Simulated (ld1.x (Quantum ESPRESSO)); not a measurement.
Which change was made? (N, RRKJ)

N (Z = 7), norm-conserving RRKJ (Kleinman–Bylander form), made with ld1.x (Quantum ESPRESSO) 7.5 (LDA (PZ), non-relativistic). Core [He], reference 2s1.75 2p3.25. Waves: 2s (bound): rc 0.90 bohr; 2p (bound): rc 1.45 bohr; 3d channel at 0.3 Ry: rc 1.30 bohr. Local part: all-electron potential smoothed inside 1.15 bohr (lloc = -2). Core correction: Bessel-smoothed model core, default radius (core density twice the valence density).

Cutoffs, loose and tight: the cutoffs (Ry, on a coarse ladder) from which the occupation-weighted sum of valence levels, in a spherical-Bessel basis at the reference potential, stays within 10 and 1 mRy of its value at 400 Ry. They do not see the model core or the augmentation charge, which bear on the density cutoff. Test errors are all-electron minus pseudo excitation energies from the reference, over the configurations 2s2 2p3; 2s2 2p2; 2s2 2p1; 2s2 2p3.3; 2s0 2p5; 2s2 2p0; 2s1 2p3 (two spin-polarised tests are not counted in the largest error); variants that change the core or the reference have their own tests.

The base gives: outcome: generated; cutoff, loose: 80 Ry; cutoff, tight: 110 Ry; bound ghosts: none; largest test error (meV): +573.

(1) After one change the result is: outcome: generated; cutoff, loose: 70 Ry; cutoff, tight: 100 Ry; bound ghosts: none; largest test error (meV): +418. Which change was it?
A. all radii but the core radius scaled by about 0.93 (s 0.84, p 1.34, d 1.20 bohr); local potential all-electron potential smoothed inside 1.06 bohr (lloc = -2)
B. all radii but the core radius scaled by about 1.35 (s 1.22, p 1.96, d 1.76 bohr); local potential all-electron potential smoothed inside 1.56 bohr (lloc = -2)
C. all radii but the core radius scaled by about 1.22 (s 1.10, p 1.76, d 1.58 bohr); local potential all-electron potential smoothed inside 1.40 bohr (lloc = -2)

## Answers

(1) A. The others give: all radii but the core radius scaled by about 1.35 (s 1.22, p 1.96, d 1.76 bohr); local potential all-electron potential smoothed inside 1.56 bohr (lloc = -2) → outcome: generated; cutoff, loose: 50 Ry; cutoff, tight: 70 Ry; bound ghosts: none; largest test error (meV): +2305 | all radii but the core radius scaled by about 1.22 (s 1.10, p 1.76, d 1.58 bohr); local potential all-electron potential smoothed inside 1.40 bohr (lloc = -2) → outcome: generated; cutoff, loose: 60 Ry; cutoff, tight: 80 Ry; bound ghosts: s; largest test error (meV): +1008.
